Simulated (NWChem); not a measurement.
System: diiodomethane (CH$_{2}$I$_{2}$); SMILES ICI

Results from NWChem. Geometry: optimised at PBE0/def2-SVP. def2 effective core potentials on I; no spin-orbit coupling.

For level B3LYP/def2-SVPD (core potentials):

| Quantity | Value |
|---|---|
| highest occupied level (eV) | -7.15 |
| orbital gap (eV) | 4.93 |
| dipole (D) | 1.10 |

### Question
What are these values for level B3LYP/3-21G (all-electron, non-relativistic)?

### Answer
highest occupied level (eV): -6.86
orbital gap (eV): 5.07
dipole (D): 1.33
